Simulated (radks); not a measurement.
Results of a calculation; reference values are marked as such.
Ru19+, configuration [Ar] 3d7 (the NIST ground configuration). Level of theory: scalar-relativistic Kohn-Sham, LDA (Slater exchange, Perdew-Zunger correlation), spin-polarised, spherical densities, finite nucleus; open shells are filled with parallel spins first (spin-orbit coupling, left out, can overturn this in heavy ions); Fermi nuclear charge, rms radius 4.4809 fm (a radial shooting solver on a logarithmic mesh with Libxc functionals).

Local quantities along the radius. ELF = 1/(1 + alpha^2) is the electron localisation function; alpha = (tau - tau_W)/tau_unif compares the Pauli kinetic energy density with that of the uniform gas (summed over spins); s = |grad rho|/(2 (3 pi^2)^(1/3) rho^(4/3)) is the reduced gradient; -r V(r) is the screened charge that the Kohn-Sham potential of spin up presents (atomic units); 4 pi r^2 rho is in e/bohr. tau is taken from the large components.

r (bohr)    ELF    alpha       s  -r V(r)  4 pi r^2 rho
0.001787  1.000  0.02223  0.5825    43.67         2.738
0.002236  0.999  0.02285  0.5471    43.59         4.022
0.002775  0.999  0.02390  0.5221    43.48         5.775
0.003472  0.999  0.02563  0.5044    43.35         8.301
0.004343  0.999  0.02822  0.4945    43.19         11.75
0.005434  0.999  0.03207  0.4918    42.98         16.32
0.006798  0.999  0.03785  0.4965    42.73         22.13
0.008505  0.998  0.04675  0.5089    42.41         29.12
0.01056   0.996  0.06035  0.5290    42.04         36.65
0.01321   0.993  0.08391  0.5596    41.58         44.50
0.01652   0.984   0.1261  0.6012    41.01         51.17
0.02067   0.959   0.2066  0.6532    40.34         55.20
0.02586   0.881   0.3681  0.7078    39.54         55.53
0.03235   0.681   0.6849  0.7375    38.61         52.53
0.04015   0.428    1.157  0.6864    37.57         48.77
0.05023   0.312    1.486  0.5135    36.35         47.83
0.06284   0.398    1.229  0.3343    34.97         52.84
0.07862   0.617   0.7877  0.2929    33.44         62.18
0.09836   0.762   0.5594  0.3688    31.77         68.71
0.1231    0.752   0.5744  0.4978    30.00         65.03
0.154     0.533   0.9356  0.6029    28.19         52.16
0.1911    0.289    1.570  0.5063    26.43         41.44
0.239     0.363    1.324  0.2635    24.67         41.06
0.2991    0.659   0.7188  0.2707    23.03         46.13
0.3741    0.793   0.5114  0.4572    21.66         42.72
0.4681    0.770   0.5470  0.7743    20.67         27.74
0.5856    0.578   0.8549   1.373    20.05         11.68
0.7268    0.217    1.902   2.662    19.66         3.132
0.9093    0.022    6.691   6.252    19.38        0.4412
1.138     0.001    38.85   18.34    19.18       0.03002

On this mesh the ELF has minima near r = 0.050, 0.21 bohr, which separate the shells, and maxima near 0.11 (0.78), 0.42 (0.80).
